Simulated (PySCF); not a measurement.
Ga2H4, SMILES [GaH2][GaH2]. The structure is a stationary point at PBE0-D3(BJ)/def2-TZVP.

TDA-PBE/def2-SVPD (PySCF) puts the lowest singlet excitations at 3.56, 3.56, 4.64, 4.72, 4.74, 4.74 eV.

### Question
What are the lowest excitation roots from PySCF with ADC(2)/aug-cc-pVDZ? (An estimate is asked for; the answer gives what the named calculation found.)

### Answer
4.01, 4.01, 5.38, 5.44, 6.60, 6.60 eV. S1 differs by 0.45 eV (second minus first; roots are paired by order, and the bases may differ).
